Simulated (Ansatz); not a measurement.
Start from `[CH3][Al]([Cl])[Cl]` and change one atom or group to get `C[NH][Al]([CH3])[Cl]`.

Ansatz, PBE0-D4/def2-TZVP geometries, multiplicity 1. Each molecule was computed in one conformer, which needn't be the lowest.

```csv
property,`[CH3][Al]([Cl])[Cl]`
size of the dipole moment (B3LYP/def2-TZVPP) / D,1.99
HOMO–LUMO gap (PBE/def2-TZVPP) / eV,5.89
HOMO energy (ωB97M-V/def2-TZVPP) / eV,-11.07
HOMO–LUMO gap (PBE0/def2-TZVPP) / eV,8.00
size of the dipole moment (PBE/def2-TZVPP) / D,1.98
HOMO energy (B3LYP/def2-TZVPP) / eV,-8.62
```

What does the change do to each property? (Best estimate.)

Ansatz gave: 
```tsv
property	`C[NH][Al]([CH3])[Cl]`	shift
size of the dipole moment (B3LYP/def2-TZVPP) / D	2.23	0.24
HOMO–LUMO gap (PBE/def2-TZVPP) / eV	4.85	-1.04
HOMO energy (ωB97M-V/def2-TZVPP) / eV	-9.25	1.82
HOMO–LUMO gap (PBE0/def2-TZVPP) / eV	6.96	-1.04
size of the dipole moment (PBE/def2-TZVPP) / D	2.23	0.25
HOMO energy (B3LYP/def2-TZVPP) / eV	-6.69	1.93
```

With PBE0 the HOMO rises by 1.95 eV and the LUMO rises by 0.92 eV, so the gap narrows by about 1.03 eV. PBE moves the HOMO by 1.95 eV and ωB97M-V by 1.82 eV. Dipoles are sizes alone; their direction can turn.

B3LYP here is the variant with VWN-RPA as its local correlation; programs differ in this.
